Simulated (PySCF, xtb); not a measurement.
thiourea (CH4N2S), SMILES NC(=S)N.

xtb 6.7.1 with GFN2-xTB at its own geometry gives an orbital gap of 2.79 eV and a dipole moment of 6.12 D.

Coordinates come from a B3LYP-D3(BJ)/def2-SVP optimisation. One conformer was computed; it need not be the lowest.

Task: What does ωB97X/def2-TZVPD (PySCF) give? (The exact figures need the calculation; the answer reports its results.)

Result: gap 10.02 eV (levels -8.46 and 1.57 eV), dipole 5.15 D.
